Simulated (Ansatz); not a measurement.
Reaction (substitution at a C–C bond): `C=C[CH2][GeH2][F]` + `N=C[SeH]` → `C=C/N=C\[SeH]` + `[CH3][GeH2][F]`

Program: Ansatz. Geometries: PBE0-D4/def2-TZVP. ΔE: electronic, gas phase. CCSD(T)/CBS is the MP2 limit (def2-TZVPP, def2-QZVPP) plus CCSD(T) − MP2 in def2-TZVPP, frozen cores. DFT in def2-TZVPP. B3LYP here is the variant with VWN-RPA as its local correlation; programs differ in this. For Ge, Se outer-core shells are correlated without core-valence functions, which leaves a few kJ/mol of doubt a bond. Scalar relativity is left out up to krypton. One conformer a species, not always the lowest.

| level | ΔE (kJ/mol) |
| --- | --- |
| r2SCAN-D4 | -16.3 |
| ωB97M-V | -5.7 |
| B2PLYP | -10.5 |
| PBE | -15.2 |
| r2SCAN | -16.1 |
| PBE0 | -10.3 |
| B3LYP | -9.9 |
| CCSD/CBS(def2) | -2.9 |

(1) What does CCSD(T)/CBS give? (Best estimate.)

Largest T1 diagnostic among the species: 0.013.

Results:

(1) Ansatz gave: -6.8 kJ/mol. The listed levels differ from it by -9.5, 1.1, -3.7, -8.4, -9.3, -3.5, -3.1, 3.9 kJ/mol.

In def2-TZVPP, CCSD(T) changes the Hartree–Fock value by −9.4 kJ/mol (the triples alone add −3.9 kJ/mol) and MP2 by −13.5 kJ/mol. From PBE to PBE0 (25 % exact exchange), in def2-TZVPP and without D4, ΔE moves by +4.9 kJ/mol.
